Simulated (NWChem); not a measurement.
Species: ZnHBr; SMILES [ZnH][Br]

This build's default masses of Se (78.918 u) and Br (79.917 u) are each other's, which moves their modes by up to 0.6 %.

Give the equilibrium geometry at PBE-D3(BJ)/def2-SVP (NWChem) as an XYZ file, with the point group.

point group C*v; any orientation.
```
3

Zn     0.0000     0.0000    -1.1458
H      0.0000     0.0000    -2.6751
Br     0.0000     0.0000     1.1051
```
